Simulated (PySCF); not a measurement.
Compound: C₇H₉FGe.
SMILES with atom numbers: `[CH2:1]=[CH:2][C:3]1=[CH:4][C:5]([F:6])=[CH:7][Ge@H:8]1[CH3:9]` (hydrogens: H10, H11 on C1; H12 on C2; H13 on C4; H14 on C7; H15 on Ge8; H16, H17, H18 on C9)

Structure used (PBE0-D3(BJ)/def2-SVP), in Å, numbered top down from 1:
```
atom  x, y, z in Å
C1    -1.2330   -2.4257   -0.4705
C2    -1.6932   -1.1663   -0.3984
C3    -0.8627    0.0177   -0.3572
C4    -1.3367    1.2870   -0.3178
C5    -0.3446    2.3676   -0.2722
F6    -0.8393    3.6043   -0.2481
C7     0.9705    2.0878   -0.2579
Ge8    1.1013    0.1553   -0.3010
C9     1.8773   -0.6394    1.2992
H10   -0.1598   -2.6380   -0.5122
H11   -1.9098   -3.2825   -0.4978
H12   -2.7787   -1.0027   -0.3683
H13   -2.4011    1.5470   -0.3192
H14    1.7330    2.8660   -0.2294
H15    1.7805   -0.3879   -1.5727
H16    1.7667   -1.7331    1.2741
H17    1.3617   -0.2521    2.1890
H18    2.9467   -0.3953    1.3722
```

Theory: PBE0-D3(BJ)/def2-SVP geometry optimisation, gas phase (PySCF 2.14.0).

Take the most abundant isotopes and a rigid rotor. The values belong to one conformer with, in the numbering `[CH2:1]=[CH:2][C:3]1=[CH:4][C:5]([F:6])=[CH:7][Ge@H:8]1[CH3:9]`, C1–C2–C3–C4 178°.

What are A, B and C (cm⁻¹)?

Ia = 310.96, Ib = 501.82, Ic = 746.91 u·Å²; 505379 MHz·u·Å²/I gives 1625, 1007 and 676.6 MHz, that is A = 0.05421, B = 0.03359, C = 0.02257 cm⁻¹.

What kind of rotor is it?

An asymmetric top; Ray's κ = -0.303.

Is it planar, by Δ = Ic − Ia − Ib?

Not planar: Δ = Ic − Ia − Ib = -65.87 u·Å². For a rigid frame Δ = −2 Σ m c², so Σ m c² = 32.93 u·Å² lies off the ab plane: 9.91 from hydrogen and 23.03 from heavier atoms. The atom farthest from that plane is 2.10 Å away.

Give the other two planar moments, Paa and Pbb, and the rms extents of the mass along the axes.

Paa = Σ m a² = (Ib + Ic − Ia)/2 = 468.88 and Pbb = Σ m b² = (Ia + Ic − Ib)/2 = 278.03 u·Å². With the mass M = 185.99 u, the rms extents √(P/M) along a, b and c are 1.59, 1.22, 0.42 Å.

List the rotational levels J(Ka,Kc) to J = 4 (MHz).

Above 0(0,0):
J = 1: 1(0,1) 1684, 1(1,1) 2302, 1(1,0) 2632
J = 2: 2(0,2) 4950, 2(1,2) 5339, 2(1,1) 6330, 2(2,1) 8185, 2(2,0) 8286
J = 3: 3(0,3) 9646, 3(1,3) 9838, 3(1,2) 11801, 3(2,2) 13236, 3(2,1) 13692, 3(3,1) 17209, 3(3,0) 17229
J = 4: 4(0,4) 15677, 4(1,4) 15757, 4(1,3) 18926, 4(2,3) 19890, 4(2,2) 21046, 4(3,2) 24099, 4(3,1) 24234, 4(4,1) 29452, 4(4,0) 29455
Those of J = 1 are B + C, A + C and A + B.

Which types of transition are allowed, and where do some lines up to J = 2 fall?

The dipole components are |μa| = 1.75 D, |μb| = 0.31 D, |μc| = 0.44 D. The squared components, which scale the intensities, stand as 1.00 : 0.03 : 0.06 (a : b : c). Some lines, for components of 0.1 D or more:

| type | branch | J(Ka,Kc) | MHz | lower level (cm⁻¹) |
| --- | --- | --- | --- | --- |
| c | Q | 2(1,2) ← 2(0,2) | 389 | 0.165 |
| b | Q | 2(1,1) ← 2(0,2) | 1380 | 0.165 |
| a | R | 1(0,1) ← 0(0,0) | 1684 | 0.000 |
| c | Q | 2(2,1) ← 2(1,1) | 1854 | 0.211 |
| b | R | 1(1,1) ← 0(0,0) | 2302 | 0.000 |
| a | R | 2(1,2) ← 1(1,1) | 3037 | 0.077 |
| a | R | 2(0,2) ← 1(0,1) | 3266 | 0.056 |
| b | R | 2(1,2) ← 1(0,1) | 3655 | 0.056 |
| c | R | 2(1,1) ← 1(0,1) | 4647 | 0.056 |
| b | R | 2(2,1) ← 1(1,0) | 5552 | 0.088 |
| c | R | 2(2,0) ← 1(1,0) | 5654 | 0.088 |

No frequency check. Zero-point vibration and centrifugal distortion are left out. A rigid rotor knows nothing of internal rotation, which can split or shift real lines.

On Intel Xeon at 2.50 GHz, one thread, no GPU (shared host), this took 9.7 min wall, 7.3 min CPU and 0.89 GiB of memory at its peak. These figures are those of the optimisation.
